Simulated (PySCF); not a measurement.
Planning a shielding job on `C[Si](C)([Si](Cl)(C)C)C`.

Method: GIAO KT3/pcSseg-1 NMR shielding, non-relativistic, gas phase (PySCF 2.14.0, density-fitted response routines). Geometry: PBE0-D3(BJ)/def2-SVP. Work: shieldings, density fitting. The input is one job of a driver script: a line of settings, then coordinates in Å.

Input:
```
{"job": {"kind": "nmr", "xc": "KT3", "basis": "pcSseg-1", "pop": false}, "charge": 0, "multiplicity": 1}
C     -1.364460     1.587699    -1.270469
Si    -0.980710     0.131895    -0.135289
C     -1.533215     0.514233     1.629061
C     -1.834830    -1.424609    -0.768655
Si     1.332980    -0.234199    -0.250334
C      1.924100    -1.750669     0.684635
C      2.371410     1.262357     0.200751
Cl     1.659007    -0.607667    -2.303791
H     -0.976252     1.390786    -2.281856
H     -0.900227     2.516282    -0.902802
H     -2.450917     1.757823    -1.344761
H     -1.291442    -0.312700     2.315197
H     -2.623941     0.671019     1.664415
H     -1.050660     1.427166     2.011901
H     -2.926083    -1.280604    -0.825917
H     -1.466716    -1.676632    -1.775257
H     -1.640847    -2.285692    -0.109918
H      2.995899    -1.929295     0.504820
H      1.774541    -1.609606     1.767676
H      1.368757    -2.648268     0.373950
H      3.439904     1.066154     0.019492
H      2.241309     1.510103     1.266851
H      2.077076     2.138785    -0.395926
```

Hardware: one thread, x86-64 server, on a shared host.

The basis has 232 functions.

Question: Which is nearest to the wall time?
A. 65 s
B. 8.1 s
C. 1.1 s

Answer: A. The run took 65 s. The SCF took 13 cycles.

The SCF part of the output:
```
coarse grid: 19608 points
cycle   1  E = -1249.5041621920  dE =  1.302e-01  |g| = 8.571e-01  |ddm| = 4.205e+00
cycle   2  E = -1249.2970374615  dE =  2.071e-01  |g| = 1.197e+00  |ddm| = 2.035e+00
cycle   3  E = -1249.7018833537  dE = -4.048e-01  |g| = 7.767e-02  |ddm| = 1.253e+00
cycle   4  E = -1249.7032936213  dE = -1.410e-03  |g| = 2.576e-02  |ddm| = 1.503e-01
cycle   5  E = -1249.7034835834  dE = -1.900e-04  |g| = 5.687e-03  |ddm| = 4.771e-02
cycle   6  E = -1249.7034911401  dE = -7.557e-06  |g| = 2.382e-03  |ddm| = 1.022e-02
final grid: 172224 points
cycle   7  E = -1249.7439853248  dE = -2.531e-04  |g| = 2.142e-02  |ddm| = 5.268e-02
cycle   8  E = -1249.7439626502  dE =  2.267e-05  |g| = 1.771e-02  |ddm| = 3.561e-02
cycle   9  E = -1249.7440191108  dE = -5.646e-05  |g| = 5.729e-03  |ddm| = 2.870e-02
cycle  10  E = -1249.7440287333  dE = -9.622e-06  |g| = 8.159e-04  |ddm| = 8.328e-03
cycle  11  E = -1249.7440289245  dE = -1.913e-07  |g| = 1.453e-04  |ddm| = 1.187e-03
cycle  12  E = -1249.7440289294  dE = -4.843e-09  |g| = 5.353e-05  |ddm| = 2.140e-04
cycle  13  E = -1249.7440289301  dE = -7.694e-10  |g| = 9.692e-06  |ddm| = 6.959e-05
converged SCF energy = -1249.7440289301
```

On the final grid dE counts from the start density on that grid.

The host was shared with other jobs, so the times are rough.
